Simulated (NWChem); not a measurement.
BeH2SeO; SMILES [Be]([SeH])[OH]

```xyz
5

Be     0.0089    -1.2037    -0.0140
O      0.0178    -2.6093    -0.0419
H      0.0283    -3.3881     0.5073
Se     0.0362     0.8297    -0.0034
H     -1.4363     0.8666     0.0007
```
Atoms are numbered in this order, from 1.

Computed with NWChem. Pople sets run with spherical d functions. The geometry was optimised at PBE0/def2-SVP. Ions are spin-unrestricted doublets at the neutral geometry; other ion states weren't tried. Functional: LC-ωPBE (HJS hole) with 6-31G*; the question gives the range parameter ω in 1/bohr.

**Question.** Predict the results for range parameter (1/bohr) 0.10. Quantities: vertical ionisation energy, ΔSCF (eV); −ε(HOMO) (eV).

**Answer.** 
```yaml
vertical ionisation energy, ΔSCF (eV): 9.27
"−ε(HOMO) (eV)": 7.20
```
